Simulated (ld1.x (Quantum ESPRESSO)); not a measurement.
## titanium, TM: configuration errors across variants

```
Element                 : Ti
Generator               : ld1.x (Quantum ESPRESSO) 7.5
Type                    : norm-conserving Troullier–Martins (Kleinman–Bylander form)
Functional              : PBE
Relativity              : scalar-relativistic
Frozen core             : [Ne]
Valence charge          : 12
Reference configuration : 3s2 3p6 3d2 4s2 4p0
Partial waves           : 3p (bound): rc 1.70 bohr; 3d (bound): rc 1.10 bohr; 3s (bound): rc 1.35 bohr
Local potential         : the s channel
Core correction         : none
```

Occupied shells without a wave of their own: 4s. They enter only through the test configuration that unscreens the potential.

All-electron excitation energies from the reference (eV): (1) 3s2 3p6 3d2 4s1 4p0 7.347; (2) 3s2 3p6 3d2 4s0 4p0 20.919; (3) 3s2 3p6 3d1 4s0 4p0 47.867; (4) 3s1 3p6 3d2 4s2 4p0 69.655; (5) 3s2 3p6 3d0 4s0 4p0 91.153; (6) 3s2 3p6 3d3 4s0 4p0 7.395; (7) 3s2 3p6 3d2 4s1 4p1 3.076.

For the base: The 4s level has no wave, so the channel is fitted at the deeper level alone: the likely source of the large errors.

The file “wave 3s (bound): rc 1.35 bohr becomes 3s (bound): rc 1.62 bohr” misses its own reference levels by 0.6 eV. The file “wave 3s (bound): rc 1.35 bohr becomes 3s (bound): rc 1.78 bohr” misses its own reference levels by 0.9 eV. The file “wave 3s (bound): rc 1.35 bohr becomes 3s (bound): rc 1.98 bohr” misses its own reference levels by 1.3 eV.

Errors AE − PS in meV (a dash: test not solved or not reliable):

| change | (1) | (2) | (3) | (4) | (5) | (6) | (7) | bound ghosts |
| --- | --- | --- | --- | --- | --- | --- | --- | --- |
| base | -317 | -837 | -1304 | +66 | -1767 | -466 | -215 | none |
| wave 3s (bound): rc 1.35 bohr becomes 3s (bound): rc 0.88 bohr | -40 | -105 | -159 | +6.5 | -170 | -57 | -24 | none |
| wave 3s (bound): rc 1.35 bohr becomes 3s (bound): rc 1.12 bohr | -88 | -233 | -361 | +19 | -451 | -128 | -58 | none |
| wave 3s (bound): rc 1.35 bohr becomes 3s (bound): rc 1.30 bohr | -232 | -613 | -956 | +51 | -1282 | -340 | -157 | none |
| wave 3s (bound): rc 1.35 bohr becomes 3s (bound): rc 1.62 bohr | -818 | -2157 | -3325 | +114 | -4586 | -1234 | -561 | none |
| wave 3s (bound): rc 1.35 bohr becomes 3s (bound): rc 1.78 bohr | -1246 | -3273 | -4991 | +117 | -6889 | -1915 | -854 | none |
| wave 3s (bound): rc 1.35 bohr becomes 3s (bound): rc 1.98 bohr | -1706 | -4451 | -6697 | +90 | -9218 | -2669 | -1164 | none |

(1) Give the same row for: wave 3s (bound): rc 1.35 bohr becomes 3s (bound): rc 1.48 bohr.

## Answers

(1) -489, -1293, -2008, +89, -2752, -727, -335; bound ghosts: none.
